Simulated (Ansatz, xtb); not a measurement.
# Two conformers of C2H5FSi

Structure X: `C=C[SiH2]F`, a singlet. Structure Y: `C=C[SiH2]F`, a singlet. Both are isolated molecules in the gas phase, relaxed with BLYP-D3(BJ)/def2-SVP.

X (Å):

```xyz
9

C     0.1447   -1.7958   -2.5614
C     0.6673   -0.6257   -2.1342
F     1.9446    0.0424    0.3699
Si    2.2490   -0.5394   -1.1405
H     0.6206   -2.7635   -2.3273
H    -0.7779   -1.8457   -3.1642
H     0.1432    0.3113   -2.3982
H     2.8184   -1.9182   -1.0092
H     3.2343    0.3986   -1.7683
```

Y (Å):

```yaml
atoms:
  - { symbol: C, position_ang: [0.9939, -2.9209, -0.0218] }
  - { symbol: C, position_ang: [1.3308, -1.9199, 0.8192] }
  - { symbol: F, position_ang: [3.8603, -1.7704, -0.4656] }
  - { symbol: Si, position_ang: [2.9966, -1.0718, 0.7502] }
  - { symbol: H, position_ang: [1.6956, -3.2818, -0.7917] }
  - { symbol: H, position_ang: [0.0113, -3.4199, 0.0203] }
  - { symbol: H, position_ang: [0.5953, -1.5898, 1.5768] }
  - { symbol: H, position_ang: [2.8628, 0.3904, 0.4482] }
  - { symbol: H, position_ang: [3.7611, -1.2467, 2.0277] }
```

Q: Which of the two would you expect CCSD(T)/def2-TZVP electronic energies to favour?

A: Too close to call at this level: CCSD(T)/def2-TZVP gives E(Y) − E(X) = +0.34 kcal/mol.

How the difference moves with the method:

```
               level              geometry  E(Y) − E(X) (kcal/mol)  departure from the last row (kcal/mol)  job, with rough time for the two
BLYP-D3(BJ)/def2-SVP  BLYP-D3(BJ)/def2-SVP                     −0.02                                   −0.36                optimisation, 44 s
        HF/def2-TZVP  BLYP-D3(BJ)/def2-SVP                     +0.31                                   −0.03           part of the CCSD(T) run
       MP2/def2-TZVP  BLYP-D3(BJ)/def2-SVP                     +0.44                                   +0.10           part of the CCSD(T) run
   CCSD(T)/def2-TZVP  BLYP-D3(BJ)/def2-SVP                     +0.34                                                        single point, 94 s
```

The largest departure from CCSD(T)/def2-TZVP is that of BLYP-D3(BJ)/def2-SVP, 0.36 kcal/mol. Levels run at GFN2-xTB geometries aren't shown.

With harmonic frequencies from BLYP-D3(BJ)/def2-SVP (ideal gas, rigid rotor, one conformer each, 298.15 K, 1 atm): the zero-point term adds −0.07 kcal/mol; ΔH is +0.25 and ΔG +0.36 kcal/mol.

The correlated steps freeze 8 core orbitals. Mirror images aren't counted in ΔG. Codes used: Ansatz 0.2.0; the last row on 2 threads of Arm Neoverse N1 on a shared host.
